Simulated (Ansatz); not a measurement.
One change: `CN[SiH2]Cl` becomes `C=CN(C)[SiH2]Cl`.

Ansatz, PBE0-D4/def2-TZVP geometries, multiplicity 1. Each molecule was computed in one conformer, which needn't be the lowest.

```
                                          property  `CN[SiH2]Cl`
           HOMO–LUMO gap (ωB97M-V/def2-TZVPP) / eV         11.77
             HOMO energy (ωB97M-V/def2-TZVPP) / eV         -9.66
size of the dipole moment (ωB97M-V/def2-TZVPP) / D          2.18
  size of the dipole moment (B3LYP/def2-TZVPP) / D          2.19
                HOMO energy (PBE0/def2-TZVPP) / eV         -7.34
               HOMO–LUMO gap (PBE/def2-TZVPP) / eV          5.67
```

Problem. Give the same properties after the change, and the shifts. (An estimate is asked.)

Solution. Computed: 
```csv
property,`C=CN(C)[SiH2]Cl`,shift
HOMO–LUMO gap (ωB97M-V/def2-TZVPP) / eV,10.75,-1.02
HOMO energy (ωB97M-V/def2-TZVPP) / eV,-8.54,1.12
size of the dipole moment (ωB97M-V/def2-TZVPP) / D,1.38,-0.80
size of the dipole moment (B3LYP/def2-TZVPP) / D,1.40,-0.79
HOMO energy (PBE0/def2-TZVPP) / eV,-6.36,0.98
HOMO–LUMO gap (PBE/def2-TZVPP) / eV,4.73,-0.94
```

With PBE0 the HOMO rises by 0.98 eV and the LUMO falls by 0.15 eV, so the gap narrows by about 1.13 eV. PBE moves the HOMO by 0.69 eV and ωB97M-V by 1.12 eV. The zero-point energy changes by 88.1 kJ/mol with +12 modes. Dipoles are sizes alone; their direction can turn.

B3LYP here is the variant with VWN-RPA as its local correlation; programs differ in this.
